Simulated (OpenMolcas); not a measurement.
# Ru3+: moving or changing the point charges

Ru3+ among 4 point charges of -2 e arranged as a tetrahedron (Td), 1.78 Å from the ion.
```
   1.0277    1.0277    1.0277  -2.00
   1.0277   -1.0277   -1.0277  -2.00
  -1.0277    1.0277   -1.0277  -2.00
  -1.0277   -1.0277    1.0277  -2.00
```

```yaml
Program: OpenMolcas
Method: CASSCF
Basis: ANO-RCC-VDZP [6s5p3d1f]
Scalar_Hamiltonian: DKH2, point nucleus
Active_space: 5 electrons in 5 orbitals (4d)
State_averaging: 2S+1 = 6 even, 1 root; 2S+1 = 4 even, 24 roots; 2S+1 = 2 even, 75 roots
Spin-orbit_coupling: RASSI with atomic mean-field integrals over the reference wave functions
```

Runs around this geometry, states (labels of Td). Energies in cm-1 above the lowest state or level, χT in cm3 K/mol; 10Dq and B are least-squares fits to the states below 45000 cm-1, weighted by degeneracy, with a free offset, and given where the rms deviation is under 5 % of |10Dq| (or 100 cm-1) and under 700 cm-1; 10Dq is negative for this site.

```
R (Å)  q (e)  Ground state   10Dq  B (rms of fit)  First gap with spin-orbit (degeneracies)  χT at 300 K  First state of another spin
 1.78   -1.6           6A1  -4640       874 (110)                                0.1 (2, 4)        4.373                    4T1 24081
 1.78     -2           6A1  -5058       853 (189)                                0.1 (2, 4)        4.373                    4T1 23411
 1.87     -2           6A1  -4363       870 (118)                                0.1 (2, 4)        4.373                    4T1 24261
```

Taking |10Dq| as R^-n, n = -ln(4363 / 5058) / ln(1.87 / 1.78) = 3.0 between the shortest and longest distance. The point-charge formula for a cubic d site gives n = 5.

Scaling the charges by -1.6 / -2 = 0.80 scales |10Dq| by 4640 / 5058 = 0.92; with fixed orbitals a first-order splitting would follow the charge.

Without dynamic correlation the repulsion within the d shell is too large (B by tens of per cent), so at a given field states of lower spin stand too high. Point charges give a weaker field than real ligands, and real ions of this kind are as a rule low spin; the high spin found here belongs to the model. Point charges carry no covalency, so the field is a model and not that of real ligands. No measured value stands beside these numbers.
